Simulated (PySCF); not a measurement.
# How methods differ on the excitation energy of Co

Co [Ar] 3d7 4s2 (4F) → Co [Ar] 3d9 (2D), as a difference of total energies. Computed with PySCF 2.14 in x2c-TZVPPall with one added diffuse shell each of s, p, d, f type (7s6p5d3f1g, 80 functions), with the spin-free X2C one-electron Hamiltonian (Gaussian nucleus). Correlated levels: valence and next inner shell: [Ne] frozen. The calculations carry no spin-orbit coupling.

```json
{"method": "UHF", "excitation energy (cm⁻¹)": "61757"}
{"method": "MP2 (valence and next inner shell)", "excitation energy (cm⁻¹)": "6887.0"}
{"method": "SCS-MP2 (valence and next inner shell)", "excitation energy (cm⁻¹)": "13821"}
{"method": "CCSD (valence and next inner shell)", "excitation energy (cm⁻¹)": "33479"}
{"method": "CCSD(T) (valence and next inner shell)", "excitation energy (cm⁻¹)": "29415"}
```

The coupled-cluster amplitudes are large for the upper state (T1 above 0.03 or a double amplitude above 0.15), so a single reference is strained.
